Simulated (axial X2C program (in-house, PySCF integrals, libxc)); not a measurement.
# WC⁺: bond constants with and without spin–orbit coupling

All values were computed with an in-house relativistic program for diatomic molecules. Spin-free means the one-electron spin-free X2C Hamiltonian; two-component (2c) means X2C with spin–orbit coupling and atomic mean-field two-electron Coulomb and Gaunt terms, so the difference of the two also holds small scalar two-electron terms. Basis: W dyall-cv3z [13s14p9d7f4g], C dyall-v3z [7s6p2d1f] (cores contracted in-house); Gaussian nuclei, density fitting, unrestricted open shells. Masses: W 183.951 u, C 12.000 u.

State, spin-free: M_S = 1/2, Λ = 2 (beyond evenly filled blocks: δ+α); electrons by block: σα: 15, σβ: 15, π+α: 8, π+β: 8, π-α: 8, π-β: 8, δ+α: 4, δ+β: 3, δ-α: 3, δ-β: 3, φ+α: 1, φ+β: 1, φ-α: 1, φ-β: 1. Fragments: W+ + C.

State, 2c: Ω = 3/2 (⟨Sz⟩ = -0.49, ⟨Lz⟩ = 1.99 at HF); electrons by block: 1/2: 23, -1/2: 23, 3/2: 12, -3/2: 11, 5/2: 4, -5/2: 4, 7/2: 1, -7/2: 1. Fragments: W+ + C.

```
Hamiltonian  level  Re (Å)  ωe (cm⁻¹)  ωexe (cm⁻¹)  Be (cm⁻¹)  αe (cm⁻¹)  De (eV)  D0 (eV)  k (mdyn/Å)  μ (D)
  spin-free   PBE0   1.678     1059.2         6.63     0.5316    0.00325     4.75     4.69        7.45  -2.82
  spin-free     HF   1.873      693.4          n/a     0.4267        n/a     1.40     1.36        3.19  -2.64
         2c     HF   1.877      690.5          n/a     0.4249        n/a      n/a      n/a        3.16  -2.63
```

Dipoles are positive if C is the positive end and refer to the centre of mass.

One determinant describes the state; a PBE0 search over occupations chose it and may have missed a lower one. Dissociation energies refer to the lowest single-determinant-based atoms at the same level and basis. De is not given where an atomic determinant may have missed its ground term or J level, or where the truncated virtual space spoils (T). Other states lie close and PBE0, whose exact exchange favours high spin, may order them wrongly; the determinant shown need not be the ground state. The nearest other spin-free determinant of the search, M_S = 3/2, Λ = 2, lies 0.33 eV up at the distance of the search. The functionals have no current-density term, which raises determinants with orbital currents, atoms included. The determinant is spin-polarised beyond a pure state at some levels (its spin-free form has ⟨S²⟩ too high), which makes Re and μ there less reliable.

No reliable constants came from CCSD (2c), CCSD (spin-free), CCSD(T) (2c), CCSD(T) (spin-free), M06 (2c), M06 (spin-free), MP2 (2c), MP2 (spin-free), PBE0 (2c): no minimum in range, unconverged points, a curve that is not smooth, a change of character along it, or the two Hamiltonians disagreeing along it.

Rough cost a point (2c) on 1 thread(s) of a shared host, integrals apart: HF 1.9 s.

The whole task took 7.6 min on 1 thread of Intel(R) Xeon(R) Platinum 8488C (Sapphire Rapids), on a shared host.
